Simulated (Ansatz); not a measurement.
Relaxation of Co3S3 with UKS PBE-D4/def2-SVP.

```sh
$ ansatz run in.yaml --threads 4 --pin off --events-out ev --progress --plain --max-ram 8704MiB
```

```yaml
crystal:
  periodic: [false, false, false]
  atoms:
    - {symbol: Co, position_ang: [-0.779040, -0.547140, 1.001630]}
    - {symbol: Co, position_ang: [-0.471610, 1.061940, -0.991870]}
    - {symbol: Co, position_ang: [0.904950, -0.770650, -0.963670]}
    - {symbol: S, position_ang: [-1.285330, -0.981980, -1.065390]}
    - {symbol: S, position_ang: [1.440720, -0.223920, 1.024380]}
    - {symbol: S, position_ang: [0.190310, 1.461750, 0.994920]}
basis:
  gaussian: {orbitals: def2-SVP}
magnetization: {spin_polarized: true, initial_magnetization: 1}
hamiltonian: {xc: pbe, dispersion: d4}
scf: {lower_state_search: "off"}
output: {orbitals: {seedname: orbitals}}
relax: {f_tol: 0.02, max_steps: 100}
```

Hardware: 4 threads of Arm Neoverse V1 on a shared host. Wall time 4.6 min.

Positions (Å) and forces (eV/Å) at steps 1, 2, 3, 4, 5, 6, 7, 8, 9, 10, 12, 13, 14, 15, 16, 19, 20, 21, 22, 23, 24, 25, 26, 27, 28, 29, 30, 31, 32, 33, 34, 35, 36, 37, 38, 40, 41 of 41:

```xyz
6
step=1 energy=-145333.9225 eV
Co   -0.779   -0.547    1.002    0.536    0.637   -0.811
Co   -0.472    1.062   -0.992    0.052   -0.978    0.666
Co    0.905   -0.771   -0.964   -0.444   -0.027    0.062
S    -1.285   -0.982   -1.065   -0.252   -0.054   -0.476
S     1.441   -0.224    1.024    1.542   -1.744    0.194
S     0.190    1.462    0.995   -1.435    2.166    0.365
6
step=2 energy=-145334.3357 eV
Co   -0.744   -0.498    0.933    0.444    0.351   -0.226
Co   -0.471    1.014   -0.928   -0.182   -0.242    0.325
Co    0.881   -0.817   -0.956   -0.010   -0.049    0.208
S    -1.312   -1.008   -1.119   -0.095   -0.001   -0.279
S     1.484   -0.234    1.018    0.740   -1.256   -0.038
S     0.162    1.543    1.051   -0.897    1.197    0.010
6
step=3 energy=-145334.6211 eV
Co   -0.691   -0.453    0.895    0.427    0.223    0.285
Co   -0.517    1.007   -0.892   -0.073    0.120    0.186
Co    0.881   -0.846   -0.937    0.127   -0.025    0.112
S    -1.317   -1.017   -1.156   -0.003    0.026   -0.183
S     1.537   -0.324    1.028    0.163   -0.812   -0.128
S     0.108    1.633    1.062   -0.641    0.467   -0.272
6
step=4 energy=-145334.9021 eV
Co   -0.613   -0.402    0.909    0.515    0.365    0.297
Co   -0.565    1.030   -0.877   -0.004    0.183    0.065
Co    0.902   -0.866   -0.935    0.031   -0.097    0.051
S    -1.300   -1.006   -1.165    0.079    0.049   -0.073
S     1.595   -0.509    1.035   -0.105   -0.433   -0.136
S    -0.019    1.754    1.033   -0.515   -0.067   -0.204
6
step=5 energy=-145335.1002 eV
Co   -0.517   -0.334    0.937    0.394    0.252    0.062
Co   -0.558    1.061   -0.884   -0.119    0.135   -0.009
Co    0.910   -0.940   -0.948   -0.044   -0.088    0.102
S    -1.277   -0.967   -1.150    0.130    0.044   -0.017
S     1.645   -0.653    1.010   -0.105   -0.255   -0.066
S    -0.203    1.833    1.034   -0.256   -0.088   -0.072
6
step=6 energy=-145335.2124 eV
Co   -0.373   -0.242    0.929    0.192    0.000    0.083
Co   -0.648    1.121   -0.898    0.006    0.211   -0.085
Co    0.901   -1.017   -0.923    0.250   -0.020    0.121
S    -1.224   -0.930   -1.158   -0.250   -0.118   -0.041
S     1.707   -0.843    1.022   -0.121   -0.058   -0.088
S    -0.363    1.911    1.028   -0.076   -0.015    0.009
6
step=7 energy=-145335.1874 eV rejected
Co   -0.264   -0.187    0.884    0.019    0.171    0.097
Co   -0.695    1.207   -0.936   -0.044   -0.374    0.136
Co    0.969   -1.048   -0.917   -0.518    0.026   -0.043
S    -1.228   -0.916   -1.079    0.445    0.236   -0.166
S     1.735   -1.029    1.028    0.017    0.106    0.044
S    -0.517    1.974    1.021    0.081   -0.166   -0.069
6
step=8 energy=-145335.2264 eV
Co   -0.298   -0.207    0.910   -0.079    0.012    0.074
Co   -0.699    1.164   -0.918    0.018   -0.060   -0.051
Co    0.916   -1.035   -0.899    0.009    0.011   -0.122
S    -1.220   -0.921   -1.150    0.010    0.000    0.012
S     1.724   -0.930    1.034    0.048   -0.032    0.040
S    -0.423    1.930    1.023   -0.005    0.068    0.047
6
step=9 energy=-145335.2097 eV rejected
Co   -0.319   -0.194    0.934    0.160   -0.144   -0.143
Co   -0.662    1.149   -0.924   -0.024   -0.057    0.030
Co    0.946   -0.991   -0.951   -0.230    0.054    0.251
S    -1.205   -0.938   -1.089   -0.038    0.103   -0.149
S     1.690   -0.975    1.015    0.120    0.055    0.059
S    -0.450    1.949    1.015    0.011   -0.011   -0.049
6
step=10 energy=-145335.2288 eV
Co   -0.306   -0.209    0.921    0.030    0.007   -0.008
Co   -0.677    1.152   -0.922    0.010    0.003    0.010
Co    0.917   -1.016   -0.913   -0.024    0.027    0.042
S    -1.223   -0.925   -1.138    0.012   -0.016   -0.004
S     1.721   -0.937    1.030   -0.026   -0.004   -0.027
S    -0.431    1.935    1.021   -0.002   -0.016   -0.012
6
step=12 energy=-145335.2344 eV
Co   -0.292   -0.203    0.937   -0.039    0.002    0.093
Co   -0.663    1.136   -0.942   -0.012    0.011   -0.078
Co    0.908   -0.931   -0.909   -0.098    0.026   -0.108
S    -1.226   -0.947   -1.117    0.104    0.033    0.042
S     1.705   -0.984    1.029    0.032   -0.011    0.066
S    -0.433    1.929    1.001    0.013   -0.060   -0.016
6
step=13 energy=-145335.2321 eV rejected
Co   -0.281   -0.200    0.964   -0.216    0.094    0.140
Co   -0.648    1.119   -0.971   -0.103   -0.034    0.110
Co    0.900   -0.820   -0.910    0.112   -0.151   -0.249
S    -1.224   -0.972   -1.083    0.115    0.098    0.005
S     1.683   -1.044    1.029    0.089   -0.051    0.046
S    -0.430    1.917    0.971    0.003    0.044   -0.053
6
step=14 energy=-145335.2398 eV
Co   -0.300   -0.205    0.956    0.014   -0.028    0.031
Co   -0.681    1.129   -0.952    0.005    0.021   -0.027
Co    0.907   -0.876   -0.916    0.070    0.015    0.025
S    -1.212   -0.959   -1.108   -0.032   -0.005    0.028
S     1.691   -1.007    1.039   -0.051   -0.002   -0.047
S    -0.404    1.918    0.982   -0.006   -0.001   -0.010
6
step=15 energy=-145335.2409 eV
Co   -0.299   -0.203    0.968   -0.020    0.006   -0.028
Co   -0.685    1.125   -0.963   -0.002   -0.016    0.046
Co    0.913   -0.838   -0.919    0.057   -0.013    0.008
S    -1.206   -0.966   -1.092   -0.019    0.003    0.010
S     1.679   -1.034    1.038   -0.009   -0.010   -0.026
S    -0.402    1.916    0.968   -0.008    0.029   -0.011
6
step=16 energy=-145335.2386 eV rejected
Co   -0.298   -0.200    0.949    0.051    0.028    0.141
Co   -0.680    1.133   -0.961   -0.016   -0.046   -0.036
Co    0.930   -0.842   -0.924   -0.086    0.002   -0.047
S    -1.203   -0.965   -1.062    0.055    0.042   -0.077
S     1.677   -1.056    1.030   -0.009    0.012    0.027
S    -0.426    1.929    0.968    0.005   -0.039   -0.009
6
step=19 energy=-145335.2442 eV
Co   -0.267   -0.166    0.972    0.039    0.005    0.038
Co   -0.705    1.119   -0.959   -0.003   -0.035    0.010
Co    0.938   -0.798   -0.926   -0.025    0.013    0.044
S    -1.187   -0.982   -1.067    0.014    0.018   -0.039
S     1.663   -1.129    1.029   -0.010   -0.017   -0.032
S    -0.442    1.956    0.951   -0.015    0.017   -0.020
6
step=20 energy=-145335.2492 eV
Co   -0.234   -0.130    0.984    0.096   -0.032    0.004
Co   -0.724    1.110   -0.955    0.019   -0.081    0.043
Co    0.955   -0.754   -0.928   -0.031   -0.017    0.113
S    -1.168   -0.998   -1.052    0.028    0.053   -0.038
S     1.648   -1.220    1.019   -0.080    0.040   -0.101
S    -0.477    1.993    0.933   -0.033    0.037   -0.021
6
step=21 energy=-145335.2393 eV rejected
Co   -0.161   -0.065    1.002    0.141   -0.090   -0.039
Co   -0.726    1.093   -0.945    0.034   -0.042    0.087
Co    0.975   -0.722   -0.930   -0.056   -0.135    0.143
S    -1.146   -1.010   -1.031    0.043    0.107   -0.042
S     1.628   -1.355    0.990   -0.178    0.274   -0.118
S    -0.572    2.059    0.914    0.017   -0.114   -0.032
6
step=22 energy=-145335.2546 eV
Co   -0.197   -0.109    0.988    0.056    0.052    0.021
Co   -0.689    1.109   -0.951    0.025   -0.061    0.047
Co    0.946   -0.789   -0.930   -0.034    0.035    0.017
S    -1.176   -0.982   -1.052   -0.022   -0.004   -0.063
S     1.659   -1.239    1.005   -0.016   -0.005   -0.002
S    -0.544    2.011    0.939   -0.009   -0.017   -0.020
6
step=23 energy=-145335.2614 eV
Co   -0.148   -0.074    0.999    0.068    0.069    0.062
Co   -0.659    1.097   -0.936    0.027   -0.034    0.005
Co    0.936   -0.810   -0.932   -0.078    0.040    0.012
S    -1.186   -0.975   -1.066   -0.015    0.019   -0.063
S     1.667   -1.274    0.995   -0.006    0.014    0.020
S    -0.610    2.036    0.942    0.004   -0.109   -0.036
6
step=24 energy=-145335.2694 eV
Co   -0.068   -0.019    1.022    0.048    0.063    0.152
Co   -0.602    1.079   -0.922   -0.028   -0.012   -0.027
Co    0.909   -0.846   -0.932   -0.083   -0.007    0.015
S    -1.212   -0.955   -1.096    0.032    0.111   -0.050
S     1.687   -1.312    0.983   -0.038    0.095    0.000
S    -0.713    2.053    0.945    0.069   -0.251   -0.090
6
step=25 energy=-145335.2804 eV
Co   -0.014    0.016    1.058    0.020    0.019    0.153
Co   -0.555    1.054   -0.917   -0.134    0.086   -0.028
Co    0.871   -0.867   -0.926    0.055   -0.102    0.070
S    -1.243   -0.929   -1.139    0.005    0.070   -0.071
S     1.706   -1.306    0.982   -0.022    0.064   -0.049
S    -0.765    2.032    0.943    0.076   -0.137   -0.075
6
step=26 energy=-145335.2865 eV
Co   -0.014    0.014    1.090    0.054   -0.093    0.101
Co   -0.571    1.039   -0.918   -0.025    0.086   -0.044
Co    0.855   -0.866   -0.908    0.031   -0.110   -0.031
S    -1.258   -0.921   -1.190   -0.032   -0.096   -0.102
S     1.717   -1.272    0.988    0.070   -0.055    0.000
S    -0.729    2.006    0.938   -0.098    0.267    0.076
6
step=27 energy=-145335.3189 eV
Co    0.093    0.082    1.186    0.039    0.095   -0.037
Co   -0.535    0.991   -0.892   -0.258    0.319    0.223
Co    0.783   -0.939   -0.868    0.013   -0.175   -0.035
S    -1.319   -0.880   -1.351    0.089   -0.324   -0.256
S     1.775   -1.251    0.984    0.050   -0.130    0.059
S    -0.797    1.997    0.942    0.066    0.215    0.045
6
step=28 energy=-145335.3761 eV
Co    0.183    0.150    1.267    0.014    0.076   -0.351
Co   -0.575    0.956   -0.848   -0.382   -0.019    0.265
Co    0.723   -0.993   -0.827   -0.212   -0.045    0.026
S    -1.345   -0.893   -1.542    0.492   -0.063   -0.029
S     1.815   -1.242    0.990   -0.080   -0.073    0.027
S    -0.800    2.023    0.960    0.167    0.124    0.063
6
step=29 energy=-145335.4227 eV
Co    0.178    0.169    1.249    0.139    0.299   -0.190
Co   -0.759    0.979   -0.790   -0.027   -0.901    0.181
Co    0.729   -0.995   -0.810   -0.469    0.199   -0.171
S    -1.263   -1.013   -1.668    0.514    0.625    0.272
S     1.793   -1.278    1.011   -0.244    0.079    0.055
S    -0.679    2.138    1.007    0.087   -0.301   -0.146
6
step=30 energy=-145335.5525 eV
Co    0.335    0.291    1.261    0.018   -0.099   -0.256
Co   -0.838    0.848   -0.699    0.041   -0.124    0.238
Co    0.684   -0.969   -0.808    0.214    0.000    0.218
S    -1.216   -0.974   -1.777   -0.108   -0.057   -0.163
S     1.735   -1.334    1.031   -0.104    0.000   -0.100
S    -0.700    2.138    0.993   -0.062    0.280    0.062
6
step=31 energy=-145335.5912 eV
Co    0.428    0.364    1.241   -0.091   -0.110   -0.245
Co   -0.966    0.746   -0.585    0.082   -0.011    0.209
Co    0.686   -0.947   -0.802    0.105   -0.070    0.129
S    -1.159   -0.971   -1.883   -0.033    0.014   -0.050
S     1.683   -1.385    1.046   -0.038    0.075   -0.050
S    -0.671    2.193    0.983   -0.025    0.101    0.007
6
step=32 energy=-145335.5999 eV
Co    0.431    0.370    1.227   -0.124   -0.005   -0.208
Co   -1.014    0.703   -0.526    0.144   -0.059    0.091
Co    0.672   -0.979   -0.782   -0.062    0.041   -0.024
S    -1.137   -0.943   -1.942    0.034    0.076    0.115
S     1.697   -1.374    1.052    0.008    0.016    0.046
S    -0.649    2.223    0.973   -0.001   -0.069   -0.020
6
step=33 energy=-145335.6110 eV
Co    0.414    0.361    1.206   -0.114   -0.004   -0.301
Co   -0.992    0.713   -0.533    0.264   -0.194    0.146
Co    0.677   -0.984   -0.786   -0.059    0.047    0.008
S    -1.143   -0.944   -1.924   -0.011    0.057    0.041
S     1.699   -1.368    1.055   -0.016    0.000    0.038
S    -0.655    2.222    0.981   -0.064    0.094    0.066
6
step=34 energy=-145335.6718 eV
Co    0.452    0.397    1.152   -0.148   -0.157   -0.638
Co   -0.965    0.688   -0.506    0.389   -0.224    0.313
Co    0.670   -1.012   -0.785   -0.092    0.157    0.166
S    -1.143   -0.926   -1.939    0.025    0.117    0.093
S     1.684   -1.379    1.069   -0.073    0.047    0.045
S    -0.697    2.233    1.009   -0.101    0.058    0.020
6
step=35 energy=-145335.6913 eV
Co    0.520    0.444    1.050    0.171   -0.021    0.268
Co   -0.963    0.644   -0.452   -0.180    0.166   -0.301
Co    0.661   -1.035   -0.768   -0.105   -0.010   -0.121
S    -1.130   -0.892   -1.966    0.099    0.052    0.239
S     1.656   -1.399    1.100   -0.066    0.146    0.006
S    -0.743    2.237    1.036    0.081   -0.333   -0.092
6
step=36 energy=-145335.7135 eV
Co    0.514    0.433    1.056    0.084    0.092    0.056
Co   -0.916    0.704   -0.517    0.018   -0.081   -0.091
Co    0.664   -1.031   -0.773   -0.081    0.031   -0.037
S    -1.152   -0.918   -1.919    0.013    0.063    0.055
S     1.652   -1.391    1.096   -0.036    0.010    0.028
S    -0.762    2.202    1.056    0.002   -0.116   -0.011
6
step=37 energy=-145335.7237 eV
Co    0.572    0.472    1.033   -0.065    0.021   -0.139
Co   -0.874    0.725   -0.553    0.043    0.035    0.074
Co    0.654   -1.035   -0.774    0.004    0.042    0.089
S    -1.167   -0.920   -1.901   -0.014    0.017   -0.005
S     1.620   -1.397    1.110    0.014   -0.022    0.013
S    -0.806    2.154    1.085    0.018   -0.092   -0.032
6
step=38 energy=-145335.7022 eV rejected
Co    0.664    0.530    0.953   -0.075    0.051    0.261
Co   -0.803    0.776   -0.617   -0.212    0.100    0.053
Co    0.651   -1.011   -0.761    0.061   -0.319   -0.104
S    -1.196   -0.932   -1.847    0.075    0.069   -0.023
S     1.555   -1.411    1.142    0.031    0.119   -0.085
S    -0.871    2.048    1.131    0.121   -0.020   -0.102
6
step=40 energy=-145335.7243 eV rejected
Co    0.614    0.494    1.004   -0.094   -0.024   -0.081
Co   -0.852    0.745   -0.583    0.052   -0.029    0.089
Co    0.599   -1.060   -0.723    0.010    0.036    0.004
S    -1.176   -0.898   -1.928    0.042    0.008    0.056
S     1.646   -1.385    1.129   -0.043    0.022   -0.038
S    -0.831    2.104    1.102    0.032   -0.014   -0.029
6
step=41 energy=-145335.7271 eV
Co    0.594    0.485    1.008    0.011   -0.002    0.009
Co   -0.861    0.736   -0.568   -0.010   -0.001   -0.014
Co    0.632   -1.041   -0.749   -0.005   -0.012   -0.003
S    -1.172   -0.911   -1.907    0.008    0.006    0.006
S     1.625   -1.393    1.121    0.001    0.003   -0.002
S    -0.819    2.123    1.095   -0.005    0.006    0.005
```

The charge 0 doublet is spin-contaminated (final ⟨S²⟩ up to 3.38, 0.75 for a pure state). At PBE-D4/def2-SVP a quartet of charge 0 lies 0.07 eV below the doublet, each at its own geometry. Another isomer (doublet) lies 0.30 eV lower at PBE0-D4/def2-TZVP.
